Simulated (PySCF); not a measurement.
C8H11 (charge +1).
SMILES: `C1=C(C2CC2)[CH+]CC1`

Computed with PySCF at CAM-B3LYP/def2-SVPD, non-relativistic, on one gas-phase PBE0-D3(BJ)/def2-SVP geometry that isn't relaxed in the solvent. The solvent is an IEF-PCM continuum (cavity from Bondi-type radii × 1.2), and excitations are vertical TDDFT with non-equilibrium linear response and a frozen core. The model holds no explicit solvent molecules, cavitation or dispersion.

Gas-phase singlets (H = HOMO, L = LUMO):

```tsv
state	E (eV)	λ (nm)	f	leading configuration
S1	3.473	357	0.039	H→L 99%
S2	4.218	294	0.000	H-1→L 98%
S3	5.600	221	0.073	H-2→L 72%
S4	5.609	221	0.001	H-4→L 89%
S5	5.820	213	0.000	H-6→L 98%
```

Question: What are the lowest 5 singlets in chloroform (ε = 4.711)?

Answer: 
```
state  E (eV)  λ (nm)      f  leading configuration  change by rank (eV)
   S1   3.757     330  0.074               H→L 100%               +0.284
   S2   4.702     264  0.001              H-1→L 96%               +0.484
   S3   5.795     214  0.001              H-6→L 92%               +0.195
   S4   5.820     213  0.119              H-2→L 64%               +0.211
   S5   5.859     212  0.002              H-4→L 82%               +0.039
```

Question: How does the list change in dimethylsulfoxide (ε = 46.83)?

Answer: 
```json
{"state": "S1", "E (eV)": "3.866", "λ (nm)": "321", "f": "0.083", "leading configuration": "H→L 99%", "change by rank (eV)": "+0.393"}
{"state": "S2", "E (eV)": "4.874", "λ (nm)": "254", "f": "0.001", "leading configuration": "H-1→L 95%", "change by rank (eV)": "+0.656"}
{"state": "S3", "E (eV)": "5.793", "λ (nm)": "214", "f": "0.000", "leading configuration": "H-6→L 95%", "change by rank (eV)": "+0.193"}
{"state": "S4", "E (eV)": "5.908", "λ (nm)": "210", "f": "0.119", "leading configuration": "H-2→L 71%", "change by rank (eV)": "+0.299"}
{"state": "S5", "E (eV)": "5.940", "λ (nm)": "209", "f": "0.002", "leading configuration": "H-4→L 83%", "change by rank (eV)": "+0.120"}
```

Question: The ground-state energy changes by -2.310 eV from gas to dimethylsulfoxide. By how much does the total energy of gas-phase S1 change?

Answer: E(S1) = E(S0) + excitation energy, so it changes by -2.310 + 0.393 = -1.917 eV: it is lowered less than the ground state, which is what a blue shift means. This is the vertical state, with the slow part of the continuum still set for S0.

Question: How do the frontier levels move from gas to dimethylsulfoxide?

Answer: 
| orbital | gas (eV) | solvent (eV) | change (eV) |
| --- | --- | --- | --- |
| LUMO+2 | -2.65 | 1.39 | +4.04 |
| LUMO+1 | -3.09 | 1.16 | +4.25 |
| LUMO | -7.22 | -2.77 | +4.45 |
| HOMO | -13.34 | -9.34 | +4.00 |
| HOMO-1 | -14.20 | -10.47 | +3.73 |
| HOMO-2 | -15.48 | -11.68 | +3.80 |
| HOMO-3 | -16.17 | -12.12 | +4.05 |

The HOMO–LUMO gap goes from 6.12 to 6.57 eV. Rows go by rank; for HOMO-3 and HOMO-2 the atom shares or the degeneracy differ between the runs, so the row needn't follow one orbital.

Hardware: an Intel Xeon 6975P-C with one thread, no GPU, on a shared host. Cost: 42 s of wall time, 1.3 GiB resident at most. This is the whole response run at CAM-B3LYP/def2-SVPD in dimethylsulfoxide, SCF included.

Shape of the structure used: `[CH:1]1=[C:2]([CH:3]2[CH2:4][CH2:5]2)[CH+:6][CH2:7][CH2:8]1`: C1–C2–C3–C4 -35°.
